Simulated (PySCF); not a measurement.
**Radial density of Bi (bismuth, neutral)**

HSE06, [Xe] 4f14 5d10 6s2 6p3, high-spin 4S determinant. Calculation: PySCF 2.14, in def2-TZVPPD with the def2 core potential (60 electrons) (7s5p4d2f, 56 functions); scalar relativity through the core potential. This is the valence pseudo-density: the core potential removes the inner electrons and smooths the orbitals near the nucleus.

```tsv
r (bohr)	4πr²ρ (e/bohr)	4πr²(ρα − ρβ)
0.0101	1.861e-05	0.0000
0.0169	4.559e-05	0.0000
0.0285	8.960e-05	0.0000
0.0479	0.0001263	0.0000
0.0805	0.0002397	0.0000
0.135	0.001439	0.0000
0.228	0.02230	0.0004
0.383	0.7674	0.0105
0.645	13.27	0.1648
1.08	18.47	-0.0589
1.82	5.239	0.8600
3.07	1.552	1.0641
5.16	0.1777	0.1663
8.68	0.002176	0.0022
```

Energies and moments cover only the electrons outside the core potential. Spin-orbit coupling, which splits the p, d and f shells strongly at this Z, is absent. Spin-orbit coupling is strong in this species (close to jj coupling), so the high-spin LS determinant is a model state, not a physical level.

Problem. Where is the radial spin density 4πr²(ρα − ρβ) most negative, and why is it negative at all?

Solution. Around r = 1.08 bohr, down to -0.0589 e/bohr: exchange with the open shell polarises the paired shells in an unrestricted calculation.
